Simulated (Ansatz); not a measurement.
## A ladder of methods for SnO (SMILES [O]=[Sn])

SnO has 2 atoms, charge 0, and is taken as a singlet. SMILES: `[O]=[Sn]`. The shape comes from GFN2-xTB, which is rough for such elements, and wasn't checked as a minimum.

```xyz
2

O     0.0000    0.0000    0.0000
Sn    0.0000    0.0000    1.8036
```

Quantity: the energy change with the O1–Sn2 bond stretched from 1.804 to 2.727 Å, in eV. The values are calculated.

```
                      level                kind  program  value (eV)  less FCI/STO-3G  CPU time (all runs)
     HF/STO-3G (restricted)        Hartree–Fock   Ansatz        5.45            +1.31                  1 s
   BLYP/STO-3G (restricted)                 GGA   Ansatz        5.40            +1.26                4.9 s
    PBE/STO-3G (restricted)                 GGA   Ansatz        5.46            +1.32                4.6 s
 revPBE/STO-3G (restricted)                 GGA   Ansatz        5.32            +1.18                4.5 s
 r2SCAN/STO-3G (restricted)            meta-GGA   Ansatz        5.96            +1.82                 13 s
  B3LYP/STO-3G (restricted)       global hybrid   Ansatz        6.24            +2.10                2.6 s
   PBE0/STO-3G (restricted)       global hybrid   Ansatz        6.47            +2.33                2.6 s
r2SCAN0/STO-3G (restricted)     hybrid meta-GGA   Ansatz        6.78            +2.64                  7 s
                 FCI/STO-3G  exact in the basis   Ansatz        4.14             0.00                3.1 s
```

FCI/STO-3G is exact within its basis and frozen core, so for wave-function methods in that basis the difference is their error; functionals converge differently with the basis, so for them it is only a difference. Spin-restricted single references rise too steeply as a bond breaks. All-electron rows without a relativistic Hamiltonian named are non-relativistic. The first shape isn't each level's own minimum. The values span 4.14 to 6.78 eV. All rows use very small basis sets, so even the best lies far from the true value. CPU times are rough (shared hosts, several kinds of processor): they show what a rung costs within a factor of a few.
